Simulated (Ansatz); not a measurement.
Consider the substitution at a C–C bond: `CCBCN` + `NC([SiH3])S` → `CNC([SiH3])S` + `CBCN`.

Calculated with Ansatz (gas phase, PBE0-D4/def2-TZVP geometries, no zero-point term in ΔE). CBS: MP2 limit from def2 TZ/QZ plus the TZ coupled-cluster correction, frozen cores. Functionals use def2-TZVPP. B3LYP here is the variant with VWN-RPA as its local correlation; programs differ in this. Each species was taken in one conformer, which may not be the lowest.

```tsv
level	ΔE (kcal/mol)
PBE0-D4	4.2
B3LYP	4.1
HF/def2-TZVPP	4.4
MP2/CBS(def2)	4.5
```

**Question.** What does CCSD(T)/CBS give? (An estimate is asked.)

**Answer.** Ansatz gave: +4.5 kcal/mol. The listed levels differ from it by -0.3, -0.4, -0.1, 0.0 kcal/mol.

Largest T1 diagnostic among the species: 0.011.
